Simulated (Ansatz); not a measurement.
One change: `C[SiH2]SCF` becomes `CBS[SiH2]C`.

Ansatz, PBE0-D4/def2-TZVP geometries, multiplicity 1. Each molecule was computed in one conformer, which needn't be the lowest.

```json
{"property": "LUMO energy (PBE0/def2-TZVPP) / eV", "`C[SiH2]SCF`": "0.38"}
{"property": "HOMO–LUMO gap (ωB97M-V/def2-TZVPP) / eV", "`C[SiH2]SCF`": "11.74"}
{"property": "LUMO energy (PBE/def2-TZVPP) / eV", "`C[SiH2]SCF`": "-0.54"}
{"property": "size of the dipole moment (ωB97M-V/def2-TZVPP) / D", "`C[SiH2]SCF`": "1.07"}
{"property": "LUMO energy (B3LYP/def2-TZVPP) / eV", "`C[SiH2]SCF`": "0.15"}
{"property": "HOMO–LUMO gap (PBE0/def2-TZVPP) / eV", "`C[SiH2]SCF`": "7.75"}
```

Q: What does the change do to each property? (Estimate.)

A: Ansatz gave: 
```json
{"property": "LUMO energy (PBE0/def2-TZVPP) / eV", "`CBS[SiH2]C`": "-0.94", "shift": "-1.32"}
{"property": "HOMO–LUMO gap (ωB97M-V/def2-TZVPP) / eV", "`CBS[SiH2]C`": "10.95", "shift": "-0.79"}
{"property": "LUMO energy (PBE/def2-TZVPP) / eV", "`CBS[SiH2]C`": "-1.87", "shift": "-1.33"}
{"property": "size of the dipole moment (ωB97M-V/def2-TZVPP) / D", "`CBS[SiH2]C`": "1.23", "shift": "0.16"}
{"property": "LUMO energy (B3LYP/def2-TZVPP) / eV", "`CBS[SiH2]C`": "-1.11", "shift": "-1.26"}
{"property": "HOMO–LUMO gap (PBE0/def2-TZVPP) / eV", "`CBS[SiH2]C`": "6.86", "shift": "-0.89"}
```

With PBE0 the HOMO falls by 0.43 eV and the LUMO falls by 1.32 eV, so the gap narrows by about 0.89 eV. PBE moves the HOMO by -0.53 eV and ωB97M-V by -0.39 eV. Dipoles are sizes alone; their direction can turn.

B3LYP here is the variant with VWN-RPA as its local correlation; programs differ in this.
